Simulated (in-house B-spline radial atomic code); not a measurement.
Checks on a self-consistent run for Ni5+, [Ar] (3d3/2)4 (3d5/2)1. Level of theory: Dirac-Hartree-Fock, average of the jj configuration, Fermi nucleus of rms radius 3.7757 fm; calculated with a B-spline radial code for spherical atoms.

| orbital | q | ε (Eh) | <1/r> | <r²> | small-component weight |
| --- | --- | --- | --- | --- | --- |
| 1s1/2 | 2 | -312.31742 | 28.0963 | 0.00393174 | 0.010186 |
| 2s1/2 | 2 | -42.08128 | 6.1312 | 0.0699628 | 0.0019295 |
| 2p1/2 | 2 | -37.02654 | 6.04434 | 0.0557963 | 0.0018897 |
| 2p3/2 | 4 | -36.28231 | 5.93284 | 0.0569397 | 0.0018675 |
| 3s1/2 | 2 | -8.19953 | 1.96687 | 0.59283 | 0.00043833 |
| 3p1/2 | 2 | -6.67945 | 1.85939 | 0.634373 | 0.00040314 |
| 3p3/2 | 4 | -6.32669 | 1.81871 | 0.653211 | 0.00038942 |
| 3d3/2 | 4 | -3.90683 | 1.59099 | 0.756518 | 0.00030991 |
| 3d5/2 | 1 | -3.85440 | 1.58036 | 0.767681 | 0.00030672 |

Electron-electron repulsion V_ee = 509.8182 hartree.

(1) What total energy follows from the eigenvalues?

(2) Does the Dirac virial theorem hold?

(3) What diamagnetic shielding (Lamb formula) and susceptibility (Langevin formula) do the radii give?

## Answers

(1) The eigenvalues count the repulsion twice, so E = Σqε - V_ee = -1002.526 - 509.818 = -1512.344 hartree; the run printed -1512.344.

(2) For a point nucleus E = -2c²Σq·w, with w the small-component weight. Here Σq·w = 0.040267 and c = 137.0360, so the ratio E/(-2c²Σq·w) is 1.000008; the finite nucleus accounts for the departure from 1.

(3) σ = (α²/3)Σq<1/r> = 127.147/(3·137.036²) = 2256.9 ppm, and χ = -0.79199×10⁻⁶·Σq<r²> = -7.404×10⁻⁶ cm³/mol with Σq<r²> = 9.3481 bohr². Both are non-relativistic formulas without the paramagnetism of open shells.
